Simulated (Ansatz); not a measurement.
Consider the cleavage of the Si–B bond: `B[SiH](F)C=C` + HBr → `C=C[SiH](F)Br` + BH₃.

Computed with Ansatz on PBE0-D4/def2-TZVP structures; ΔE is electronic, products minus reactants. CCSD(T)/CBS is the MP2 limit (def2-TZVPP, def2-QZVPP) plus CCSD(T) − MP2 in def2-TZVPP, frozen cores. This one scheme is used for every species. DFT in def2-TZVPP. For Br outer-core shells are correlated without core-valence functions, which leaves a few kJ/mol of doubt a bond. Scalar relativity is left out up to krypton. One conformer a species, not always the lowest.

```json
{"species": "`B[SiH](F)C=C`", "r2SCAN-D4 energy (Eh)": "-493.96425"}
{"species": "HBr", "r2SCAN-D4 energy (Eh)": "-2574.74147"}
{"species": "`C=C[SiH](F)Br`", "r2SCAN-D4 energy (Eh)": "-3042.16532"}
{"species": "BH₃", "r2SCAN-D4 energy (Eh)": "-26.58650"}
```

(1) Work out ΔE.

Largest T1 diagnostic among the species: 0.012.

Answers

(1) ΔE = (-3042.16532) + (-26.58650) − (-493.96425) − (-2574.74147) = -0.04610 Eh = -121.0 kJ/mol. CCSD(T)/CBS gives -126.9 kJ/mol.

From PBE to PBE0 (25 % exact exchange), in def2-TZVPP and without D4, ΔE moves by −7.2 kJ/mol.
